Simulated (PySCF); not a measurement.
# Ne⁺: excitation energy

Ne⁺ [He] 2s2 2p5 (2P) → Ne⁺ [He] 2s1 2p5 3s1 (4P), as a difference of total energies. All numbers are calculated (PySCF 2.14, the spin-free X2C one-electron Hamiltonian (Gaussian nucleus), in aug-cc-pVTZ-DK). Correlated levels: valence: 1s2 frozen. The calculations carry no spin-orbit coupling.

```csv
method,excitation energy (eV)
UHF,52.703
LDA,50.299
PBE,50.356
PBE0,51.245
r2SCAN,51.622
MN15,50.211
B3LYP,51.090
BP86,50.507
PBEsol,50.286
MP2 (valence),52.482
SCS-MP2 (valence),52.357
```

Q: How much does correlation contribute at MP2 (valence)?

A: 52.482 − (52.703) = -0.221 eV, measured against UHF.

The upper state lies above the first ionisation limit, where it may autoionise and the basis confines it. A Rydberg-like electron needs more diffuse functions than a valence basis has.

The promoted electron is Rydberg-like, and one or two diffuse shells describe it only roughly, which tends to raise the upper state.
